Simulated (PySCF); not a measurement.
C2H4BFO3, SMILES CC(=O)OB(O)F. Atoms are numbered in the order given.

```xyz
11

B      0.1216     0.3907     1.1414
F     -0.9943    -0.1479     1.6274
O      0.6595    -0.0632    -0.0475
C     -0.0986    -0.3309    -1.1525
C      0.6651    -1.1541    -2.1522
O     -1.2171     0.0834    -1.2808
H      0.0542    -1.3148    -3.0478
H      0.9401    -2.1202    -1.7008
H      1.6034    -0.6420    -2.4146
O      0.8016     1.3314     1.8242
H      0.3924     1.5526     2.6706
```

The structure is a stationary point at B3LYP-D3(BJ)/def2-SVP. The values are those of a single conformer.

All values below come from CAM-B3LYP/def2-TZVP (PySCF).

The molecule is in vacuum.

The total energy comes out as -429.20493 hartree, the highest occupied level is -9.83 eV and the lowest empty level is 0.92 eV. The orbital gap is 10.75 eV and the dipole moment is 2.01 D. The quadrupole, principal values (traceless, Buckingham form, about the centre of nuclear charge) is -12.67, -3.40, 16.07 D·Å and the mean static polarisability comes out as 46.0 bohr³ (6.81 Å³). The polarisability, principal values comes out as 36.2, 45.8, 55.9 bohr³.
